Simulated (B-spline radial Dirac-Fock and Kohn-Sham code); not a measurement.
**K⁺ 1s: cross section and angular parameters**

System: potassium as K⁺, [Ne] 3s2 3p6; threshold 3589.5 eV (orbital energy of the model). Calculated with a radial atomic solver, using Dirac-Hartree-Slater photoionisation with a Latter tail; cross sections with all multipoles, angular parameters from the dipole term and its interference with E2.

For linearly polarised light dσ/dΩ = σ/(4π) [1 + β P₂(cos θ) + (δ + γ cos²θ) sin θ cos φ], with θ from the polarisation vector and φ the angle between the beam and the projection of the electron momentum on the plane normal to the polarisation.

```csv
hν (eV),σ (kb),β,γ
4900,31.8,2.000,0.559
4980,?,?,?
5710,21.3,2.000,0.819
9251.7,5.73,2.000,1.565
11200,3.34,2.000,1.866
12000,2.75,2.000,1.976
13700,1.88,1.999,2.196
15000,1.44,1.999,2.352
```

Question: Give the values at 4980 eV.

Answer: σ = 30.5 kb, β = 2.000, γ = 0.588. For an s subshell δ is negligible.
